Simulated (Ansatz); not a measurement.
Coupled-cluster diagnostics for the cluster Cu₄H₅, Ansatz.

Geometry of the doublet (r2SCAN-D4/def2-SVP):

```xyz
9

Cu   -0.2213   -1.3980   -0.2042
Cu    1.1177    0.5144   -0.6672
Cu   -0.6634    0.9540    0.7546
Cu   -1.9731   -0.9198    1.1823
H     2.2760   -0.0590   -1.6805
H    -2.0447    0.6116    1.6530
H     0.5493    1.8331    0.1130
H    -1.5332   -2.2852    0.4754
H     2.4927    0.7490   -1.6264
```

Correlated methods freeze 36 core orbitals. In the doublet, H5 and H9 lie 0.84 Å apart (atoms count from 1), so H2 has formed as a molecule. No other spin state of charge 0 was run. Another isomer (doublet) lies 0.33 eV lower at PBE0-D4/def2-TZVP; other spin states weren't run for this one.

**Question.** Estimate the CCSD(T) correlation energy, the shares of MP2 and (T), T1 and the reference's ⟨S²⟩ for: charge 0, doublet, own geometry in def2-SVP; and the rough time on 4 threads of Arm Neoverse V1 on a shared host.

**Answer.** 
| state | basis | correlation (eV) | MP2 share (%) | (T) share (%) | T1 | ⟨S²⟩ (pure) | wall time |
| --- | --- | --- | --- | --- | --- | --- | --- |
| charge 0, doublet, own geometry | def2-SVP | -36.018 | 105.4 | 5.3 | 0.031 | 0.76 (0.75) | 2.5 min |
Customary marks for T1 are 0.02 (closed shells), 0.045 (open shells) and about 0.05 (3d metals). T1 exceeds 0.02 in 1 of 1 rows and 0.045 in 0; the higher it lies, the less the single-reference result can be trusted.
